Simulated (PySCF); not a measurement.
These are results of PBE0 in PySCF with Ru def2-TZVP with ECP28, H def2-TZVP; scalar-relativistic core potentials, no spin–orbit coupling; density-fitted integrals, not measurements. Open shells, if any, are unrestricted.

Question: What spin state, shape and geometry does isolated RuH3 take (every ligand bound to Ru)?

Answer: Formally Ru is in oxidation state +3, d5, with 1 unpaired electron (the high-spin count would be 5). The Mulliken spin on Ru is 1.16. The polar-tensor charge on Ru, 0.72, is far below the formal one. The lowest minimum found is a doublet of C3v symmetry with Ru–H 1.558 Å (×3); H–Ru–H 100.8° (×3). Its harmonic wavenumbers are 627 (a1), 756 (e), 2129 (e), 2201 (a1) cm⁻¹ and its dipole moment is 2.32 D.

This need not be the most stable arrangement of these atoms. With open d or f shells other occupations or spin states may lie lower.
